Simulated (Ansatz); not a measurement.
A run on C3AlN3O3 (`O=C=[N][Al]([N]=C=O)[N]=C=O`) with other settings.

```yaml
crystal:
  periodic: [false, false, false]
  atoms:
    - {symbol: O, position_ang: [-0.548443, -1.649439, 3.712606]}
    - {symbol: C, position_ang: [-0.391201, -1.179844, 2.660663]}
    - {symbol: N, position_ang: [-0.229522, -0.696233, 1.578724]}
    - {symbol: Al, position_ang: [0.007921, -0.000755, -0.002631]}
    - {symbol: N, position_ang: [0.078151, 1.731260, -0.191757]}
    - {symbol: C, position_ang: [0.126467, 2.919942, -0.315519]}
    - {symbol: O, position_ang: [0.173437, 4.075379, -0.436287]}
    - {symbol: N, position_ang: [0.175267, -1.037251, -1.394880]}
    - {symbol: C, position_ang: [0.289819, -1.757475, -2.342916]}
    - {symbol: O, position_ang: [0.401203, -2.456883, -3.265005]}
basis:
  gaussian: {orbitals: def2-SVP, fitting: {mean_field: cc-pVTZ-jkfit}}
hamiltonian: {xc: {name: LC-wPBE}}
output: {forces: true}
```

```sh
$ ansatz run in.yaml --threads 2 --pin off --events-out ev --progress --plain --max-ram 32768MiB --backend cpu
```

Shortened log:

```
Functional definition: LC-wPBE
832 factors; integrals over basis functions are off by at most 2.0e-1 eV
832 factors; integrals over basis functions are off by at most 4.6e-6 eV
mean field evaluation 1: about -20288.7811 eV, gradient 7.7e1 eV
mean field evaluation 2: about -20289.5364 eV, gradient 7.8e1 eV
mean field evaluation 4: about -20299.3215 eV, gradient 3.6e0 eV
mean field evaluation 8: about -20299.3411 eV, gradient 3.2e-2 eV
mean field evaluation 16: about -20299.3411 eV, gradient 4.8e-5 eV
mean field -20299.34107060 eV, -745.9870249569 hartree, gradient 4.8e-5 eV, S^2 0.000000; 0 other end points of the search recorded, 0 dependent functions left out
reference -20299.34107060 eV, -745.9870249571 hartree; 38, 38 occupied and 106, 106 virtual orbitals, 832 factors
Total energy: -20299.34107060 eV, -745.9870249571 hartree
Atom 0 at    -0.548443    -1.649439     3.712606 Å, force    -0.008888    -0.026696     0.059551 eV/Å
Atom 1 at    -0.391201    -1.179844     2.660663 Å, force    -0.046181    -0.133557     0.306046 eV/Å
Atom 2 at    -0.229522    -0.696233     1.578724 Å, force     0.003029     0.005683    -0.018112 eV/Å
Atom 3 at     0.007921    -0.000755    -0.002631 Å, force    -0.000039     0.004424    -0.002955 eV/Å
Atom 4 at     0.078151     1.731260    -0.191757 Å, force    -0.000663    -0.019089     0.003911 eV/Å
Atom 5 at     0.126467     2.919942    -0.315519 Å, force     0.013418     0.334220    -0.037354 eV/Å
Atom 6 at     0.173437     4.075379    -0.436287 Å, force     0.002640     0.064823    -0.006700 eV/Å
Atom 7 at     0.175267    -1.037251    -1.394880 Å, force    -0.001834     0.008660     0.017415 eV/Å
Atom 8 at     0.289819    -1.757475    -2.342916 Å, force     0.032256    -0.199080    -0.270059 eV/Å
Atom 9 at     0.401203    -2.456883    -3.265005 Å, force     0.006262    -0.039388    -0.051741 eV/Å
Dipole moment:    -0.000197     0.001102    -0.000747 e Å
```

It took 4.2 s on 2 threads of an AMD EPYC 7R13 on a shared host, with 0.37 GiB of host memory at the peak.
